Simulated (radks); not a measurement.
Numerical settings for the cerium ion Ce2+, [Xe] 4f2. Calculated with a radial shooting solver on a logarithmic mesh with Libxc functionals: scalar-relativistic Kohn-Sham, PBEsol, spin-polarised, spherical densities, finite nucleus; open shells are filled with parallel spins first (spin-orbit coupling, left out, can overturn this in heavy ions); Fermi nuclear charge, rms radius 4.8771 fm. The defaults (mesh step 0.008 in ln r, mesh end at 40 bohr or more with all orbitals vanishing there, Anderson mixing 0.5 over 9 steps, residual threshold near 1e-9 with the energy settled to 1e-9 hartree or 1e-11 of itself, here a cap of 82 iterations) give E = -8856.1251 hartree and 4f at -13.449 eV in 15 iterations. Run on one thread of a shared host, so times are rough (Arm Neoverse V1): 0.24 s of CPU time, 0.24 s wall, 15 iterations on 2254 mesh points. Changes against that run (0 stands for a change within the tolerance of the run):

\begin{tabular}{lrrrrr}
setting & iterations & converged & E (mhartree) & e(4f) (meV) & CPU (s) \\ \hline
mesh step in ln r 0.005 & 15 & yes & 0 & 0 & 0.37 \\
mesh step in ln r 0.03 & 15 & yes & +0.0036 & 0 & 0.08 \\
mesh step in ln r 0.2 & 4 & no & diverged & - & 0.03 \\
mesh end (bohr) 3 & 14 & yes & +996 & +9.58e+03 & 0.2 \\
mesh end (bohr) 1 & 13 & level above zero & +2.74e+05 & +3.66e+05 & 0.17 \\
residual threshold 1e-05 & 10 & yes & 0 & -0.18 & 0.19 \\
residual threshold 1e-16 & 82 & no & 0 & 0 & 0.58 \\
mixing 0.2 & 16 & yes & 0 & 0 & 0.26 \\
linear mixing, mixing 0.2 & 82 & no & 0 & 0 & 0.99 \\
linear mixing, mixing 1 & 82 & no & +2.23e+04 & +9.96e+03 & 2.2 \\
mixing history 2 & 19 & yes & 0 & 0 & 0.28 \\
iteration cap 8 & 8 & no & 0 & -0.588 & 0.14 \\
\end{tabular}

Settled on a wrong energy, with an occupied level pushed above zero by the early mesh end: mesh end (bohr) 1 (+274 hartree). Apart from these: settings that end as converged yet miss the energy by more than 1 mhartree: mesh end (bohr) 3 (+0.996 hartree). A mesh that ends early acts as a hard wall.
